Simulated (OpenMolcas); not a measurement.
Cu5+.

```yaml
Program: OpenMolcas 26.06
Basis: ANO-RCC-VTZP [6s5p3d2f1g]
Scalar_Hamiltonian: DKH2, point nucleus
Active_space: 12 electrons in 8 orbitals (RAS1 3p, at most 2 holes; RAS2 3d)
State_averaging: 2S+1 = 5 even, 5 roots; 2S+1 = 3 even, 45 roots; 2S+1 = 1 even, 44 roots
Spin-orbit_coupling: RASSI with atomic mean-field integrals over the reference wave functions, term energies averaged over their components
```

Two sets of levels on these reference wave functions, in cm-1 above 3d6 5D4: one from RASSCF and one from MS-RASPT2, IPEA 0.25 Eh, imaginary shift 0.1 Eh (closed shells correlated: 3s).

```
     Level  Set 1  Set 2
   3d6 5D4    0.0    0.0
   3d6 5D3   1153   1150
   3d6 5D2   1923   1920
   3d6 5D1   2410   2410
   3d6 5D0   2650   2650
3d6 3P2(1)  29880  31110
3d6 3P1(1)  33240  34500
   3d6 3H6  30770  34760
   3d6 3H5  31270  35230
3d6 3P0(1)  34470  35660
3d6 3F3(1)  33800  36080
3d6 3F2(1)  34250  36530
   3d6 3G5  37940  41570
   3d6 3G4  38990  42550
   3d6 3G3  39360  42920
3d6 1G4(1)  48470  50260
```

Question: Which set is which?

Answer: Set 1 is MS-RASPT2. Its levels of the other terms of 3d6 lie at 0.89 to 0.97 of the other set's values, as expected, since terms of lower spin or lower L gain more correlation energy than the Hund ground term. Against 15 measured levels (Sugar and Musgrove, J. Phys. Chem. Ref. Data 19, 527 (1990)) the mean absolute deviation is 400 cm-1 with it and 2300 cm-1 without; single levels miss by up to 860 cm-1 with it.

Term energies are means over components that CASPT2 splits; among the terms shown or strongly mixed into the levels shown the widest spread is 350 cm-1 (3d6 3H, MS-RASPT2). Active for correlation alone: 3p; no level in the range computed is led by a configuration that opens it, so any true level of that kind is missing. Without dynamic correlation excited terms often stand tens of per cent too high (terms of higher spin than the ground term too low), and those without a measured partner can miss by more than the paired ones (holds for RASSCF). The CASPT2 spread within a term exceeds the gap to the next term for 3d6 3H and 3d6 3P(1), so the order of their levels is uncertain (holds for MS-RASPT2). Measured partners are found by configuration, term and J. A level has none where our copy of the source lacks it or the pairing is in doubt (some pairs that miss far off the trend of their configuration count as doubtful), and it then counts in no deviation. Levels of configurations outside the active space are missing. The table leaves out levels that lie high or whose names do not pair safely across all columns.

A number in round brackets counts repeated terms of one configuration in the order of the reference energies.
